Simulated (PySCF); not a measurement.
# Electronic absorption of Si(SH)2Me2

Species: Si(SH)2Me2, C2H8S2Si.
SMILES: `C[Si](C)(S)S`

Method used: TDDFT PBE0/def2-SVPD, vertical, gas phase, core orbitals frozen in the response (PySCF). Geometry: PBE0-D3(BJ)/def2-SVP, one conformer, isolated molecule.

```csv
state,E (eV),E (hartree),f,symmetry,"main configurations (H = HOMO, L = LUMO)"
S1,5.76,0.2116,0.0041,B,"H→L (83%), H→L+1 (10%)"
S2,6.11,0.2244,0.0022,A,"H-1→L (62%), H→L+2 (21%), H-1→L+1 (10%)"
S3,6.29,0.2312,0.120,B,"H→L+1 (84%), H→L (10%)"
S4,6.59,0.2421,0.011,A,"H→L+2 (54%), H-1→L+1 (41%)"
S5,6.75,0.2479,0.059,A,"H-1→L+1 (36%), H-1→L (34%), H→L+2 (20%)"
S6,7.00,0.2572,0.0020,–,"H-1→L+2 (81%), H→L+3 (9%)"
S7,7.06,0.2595,0.0046,A,"H→L+4 (68%), H→L+5 (13%), H-1→L+1 (11%)"
S8,7.25,0.2665,0.0017,–,H→L+3 (85%)
S9,7.32,0.2691,0.0015,–,"H→L+5 (72%), H→L+4 (16%)"
S10,7.53,0.2768,0.069,B,"H-1→L+4 (40%), H-2→L (17%), H-1→L+5 (17%)"
```

Triplets (Tamm–Dancoff): T1 5.38 eV, H→L (68%), H→L+1 (19%); T2 5.68 eV, H-1→L (48%), H→L+2 (33%); T3 5.89 eV, H→L+1 (72%), H→L (14%); T4 6.21 eV, H-1→L+1 (55%), H→L+2 (32%).

The lowest singlet lies at 5.76 eV (215 nm, ultraviolet) and is very weak; its leading configuration is HOMO→LUMO (83%). The most intense listed level is S3 at 6.29 eV (197 nm, f = 0.120), 0.53 eV above S1. Löwdin shares by element: HOMO sulfur 84%, silicon 5%; LUMO sulfur 45%, hydrogen 20% or more (atoms not listed hold the other 34%). Weighted by f, the mean energy of these states is 6.73 eV. The oscillator strengths of these states sum to 0.276; summed over the whole spectrum of an exact calculation they would give the number of electrons, 66 (Thomas–Reiche–Kuhn). Orbital energies (eV): HOMO-3 -9.42, HOMO-2 -8.91, HOMO-1 -7.65, HOMO -7.16, LUMO -0.05, LUMO+1 0.34, LUMO+2 0.58. All these states lie below the vertical ionisation energy of 9.04 eV (ΔSCF). Symmetry labels in C2 follow from the direction of the transition dipole and are given only for states with f of 0.002 or more. Singlets were solved by full linear response, triplets in the Tamm–Dancoff approximation.
